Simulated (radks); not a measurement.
All-electron atom: Co IV in [Ar] 3d5 4s1 (not the ground configuration). Method: scalar-relativistic Kohn-Sham, PBEsol, spin-polarised, spherical densities, finite nucleus; open shells are filled with parallel spins first; Fermi nuclear charge, rms radius 3.7875 fm; computed with a radial shooting solver on a logarithmic mesh with Libxc functionals.

Normalised radial functions P(r) = r R(r), r in bohr:

r         3s down    3p up    4s up
0.007788   0.2117   0.0133   0.0799
0.01006    0.2546   0.0212   0.0961
0.0131     0.3012   0.0342   0.1136
0.01692    0.3442   0.0538   0.1298
0.02204    0.3782   0.0844   0.1426
0.02846    0.3896   0.1284   0.1468
0.03677    0.3645   0.1905   0.1371
0.04788    0.2826   0.2768   0.1059
0.06185    0.1347   0.3810   0.0497
0.08053   -0.0884   0.4993  -0.0349
0.104     -0.3458   0.6001  -0.1321
0.1355    -0.5836   0.6453  -0.2204
0.175     -0.6840   0.5758  -0.2540
0.2278    -0.5433   0.3363  -0.1923
0.2943    -0.1312  -0.0639  -0.0260
0.3832     0.4785  -0.5721   0.2072
0.495      1.0213  -1.0040   0.3831
0.6446     1.2781  -1.2122   0.3804
0.8327     1.1463  -1.1152   0.1450
1.084      0.7605  -0.7955  -0.2582
1.401      0.3780  -0.4430  -0.6267
1.824      0.1292  -0.1783  -0.7988
2.356      0.0300  -0.0512  -0.6976
3.068      0.0038  -0.0087  -0.4226
3.963      0.0003  -0.0009  -0.1771
5.16       0.0000  0.0000  -0.0442
6.665      0.0000  0.0000  -0.0063

3s down: eigenvalue -144.67 eV, 2 radial nodes at r = 0.0732, 0.313 bohr, <r> = 0.764 bohr, 90 % of the charge inside 1.14 bohr. 3p up: eigenvalue -114.21 eV, 1 radial node at r = 0.284 bohr, <r> = 0.793 bohr, 90 % of the charge inside 1.21 bohr. 4s up: eigenvalue -36.210 eV, 3 radial nodes at r = 0.0728, 0.304, 0.922 bohr, <r> = 2.09 bohr, 90 % of the charge inside 3.02 bohr.
